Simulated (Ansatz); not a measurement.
`C[N]=[Mo](=[O])([F])[Cl]` + H₂O → `C[N]=[Mo](=[O])([OH])[F]` + HCl  (formal hydrolysis of a Mo–Cl bond)

Isolated molecules relaxed with PBE0-D4/def2-TZVP in Ansatz; ΔE leaves out vibrations. CCSD(T)/CBS adds triple-zeta CCSD(T) − MP2 to the extrapolated MP2 energy (def2 sets, frozen cores). This one scheme is used for every species. Functionals use def2-TZVPP. B3LYP here is the variant with VWN-RPA as its local correlation; programs differ in this. HSE06 is defined as in plane-wave codes. Elements past krypton have def2 core potentials. For Mo outer-core shells are correlated without core-valence functions, which leaves a few kJ/mol of doubt a bond. Each species was taken in one conformer, which may not be the lowest.

| level | ΔE (kcal/mol) | difference from CCSD(T)/CBS |
| --- | --- | --- |
| LDA (SPW92) | 7.1 | -3.4 |
| PBE-D4 | 8.5 | -2.0 |
| BLYP-D4 | 7.7 | -2.8 |
| r2SCAN-D4 | 8.3 | -2.2 |
| B97M-V | 8.5 | -2.0 |
| B3LYP-D4 | 8.4 | -2.1 |
| r2SCANh-D4 | 8.7 | -1.8 |
| r2SCAN0-D4 | 9.1 | -1.4 |
| BHLYP-D4 | 9.1 | -1.4 |
| ωB97X-V | 7.3 | -3.2 |
| ωB97M-V | 8.0 | -2.5 |
| B2PLYP | 9.5 | -1.0 |
| PBE-QIDH | 10.8 | 0.3 |
| PBE | 8.1 | -2.4 |
| revPBE | 8.3 | -2.2 |
| BLYP | 7.0 | -3.5 |
| r2SCAN | 8.2 | -2.3 |
| PBE0 | 8.9 | -1.6 |
| B3LYP | 7.7 | -2.8 |
| r2SCANh | 8.6 | -1.9 |
| r2SCAN0 | 9.0 | -1.5 |
| HSE06 | 9.0 | -1.5 |
| BHLYP | 8.2 | -2.3 |
| CAM-B3LYP | 6.5 | -4.0 |
| LC-ωPBE | 6.6 | -3.9 |
| RPA@PBE/def2-TZVPP | 7.8 | -2.7 |
| HF/def2-SVP | 7.1 | -3.4 |
| MP2/def2-SVP | 10.0 | -0.5 |
| CCSD/def2-SVP | 6.8 | -3.7 |
| CCSD(T)/def2-SVP | 6.9 | -3.6 |
| HF/def2-TZVPP | 8.3 | -2.2 |
| MP2/def2-TZVPP | 13.1 | 2.6 |
| SCS-MP2/def2-TZVPP | 11.5 | 1.0 |
| CCSD/def2-TZVPP | 8.6 | -1.9 |
| HF/def2-QZVPP | 8.6 | -1.9 |
| MP2/def2-QZVPP | 14.1 | 3.6 |
| SCS-MP2/def2-QZVPP | 12.4 | 1.9 |
| HF/CBS(def2) | 8.6 | -1.9 |
| MP2/CBS(def2) | 14.6 | 4.1 |
| CCSD/CBS(def2) | 10.1 | -0.4 |
| CCSD(T)/CBS | 10.5 | 0 |

Largest T1 diagnostic among the species: 0.022, so the coupled-cluster value is less sure than usual.

In def2-TZVPP, CCSD(T) changes the Hartree–Fock value by +0.8 kcal/mol (the triples alone add +0.4 kcal/mol) and MP2 by +4.9 kcal/mol. From PBE to PBE0 (25 % exact exchange), in def2-TZVPP and without D4, ΔE moves by +0.8 kcal/mol.
